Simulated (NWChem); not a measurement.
System meant: CH$_{2}$ClNO$_{2}$Si; SMILES O=C=N[Si@@H](O)Cl

Input file for NWChem:

```
start job
memory heap 200 mb stack 900 mb global 1100 mb
geometry units angstroms noautosym nocenter noautoz
  O      2.853839    -1.102026     1.294821
  C      1.821539    -0.905025     0.768922
  N      0.757758    -0.726915     0.236605
  Si    -0.660235    -0.245400    -0.580549
  O     -2.000768    -0.893942     0.109389
  Cl    -0.720899     1.825181    -0.531147
  H     -0.638773    -0.700015    -1.973868
  H     -2.194354    -0.685660     1.034728
end
basis spherical
  O library 6-31g*
  C library 6-31g*
  N library 6-31g*
  Si library 6-31g*
  Cl library 6-31g*
  H library 6-31g*
end
dft
  xc xtpss03 ctpss03
  iterations 150
end
property
  shielding
end
task dft property
```

End of the output:

```
 Vector   34  Occ=0.000000D+00  E= 2.252620D-02
              MO Center= -3.9D-01, -5.0D-01,  3.6D-01, r^2= 5.4D+00
   Bfn.  Coefficient  Atom+Function         Bfn.  Coefficient  Atom+Function
  ----- ------------  ---------------      ----- ------------  ---------------
    52      0.911275  4 Si s                 66     -0.624391  5 O  s
    96      0.595721  8 H  s                 34     -0.512997  3 N  s
    94     -0.466364  7 H  s                 20      0.385854  2 C  s
    48      0.362338  4 Si s                 23      0.341677  2 C  pz
     6     -0.280163  1 O  s                 55      0.264561  4 Si pz

 center of mass
 --------------
 x =  -0.00647746 y =   0.03992575 z =  -0.01170520

 moments of inertia (a.u.)
 ------------------
         813.154187712675         316.731909854157        -350.017642826834
         316.731909854157        1203.333264266352         229.860764690117
        -350.017642826834         229.860764690117        1593.800596669387

     Multipole analysis of the density
     ---------------------------------

     L   x y z        total         alpha         beta         nuclear
     -   - - -        -----         -----         ----         -------
     0   0 0 0     -0.000000    -31.000000    -31.000000     62.000000

     1   1 0 0     -0.424663      0.991038      0.991038     -2.406740
     1   0 1 0     -0.243938      0.142117      0.142117     -0.528173
     1   0 0 1      0.259734      0.690056      0.690056     -1.120377

     2   2 0 0    -38.097828   -271.287379   -271.287379    504.476930
     2   1 1 0      1.061331     76.856020     76.856020   -152.650709
     2   1 0 1     -4.347983    -88.478361    -88.478361    172.608739
     2   0 2 0    -37.474424   -167.216909   -167.216909    296.959394
     2   0 1 1      0.593380     56.345767     56.345767   -112.098154
     2   0 0 2    -33.195342    -73.607689    -73.607689    114.020037

          -----------------------------------------
          Chemical Shielding Tensors (GIAO, in ppm)
          -----------------------------------------

 ------------------------------------------------------------------------
  xtpss03: d2 not coded                    0
 ------------------------------------------------------------------------
 ------------------------------------------------------------------------
  current input line :
    28: task dft property
 ------------------------------------------------------------------------
 ------------------------------------------------------------------------
 This error has not yet been assigned to a category
 ------------------------------------------------------------------------
 For more information see the NWChem manual at https://nwchemgit.github.io

0: xtpss03: d2 not coded:Received an Error in Communication
```

**Question.** What is wrong, and how is it mended?

**Answer.** The program stopped with an error. Cause: this functional's second derivatives, which shieldings need, aren't coded here; the fix takes a hybrid GGA instead. This input runs:
```
start job
memory heap 200 mb stack 900 mb global 1100 mb
geometry units angstroms noautosym nocenter noautoz
  O      2.853839    -1.102026     1.294821
  C      1.821539    -0.905025     0.768922
  N      0.757758    -0.726915     0.236605
  Si    -0.660235    -0.245400    -0.580549
  O     -2.000768    -0.893942     0.109389
  Cl    -0.720899     1.825181    -0.531147
  H     -0.638773    -0.700015    -1.973868
  H     -2.194354    -0.685660     1.034728
end
basis spherical
  * library 6-31g*
end
dft
  xc pbe0
  iterations 150
end
property
  shielding
end
task dft property
```
It converges to -993.75968 Ha (PBE0/6-31G* (spherical d), GIAO).
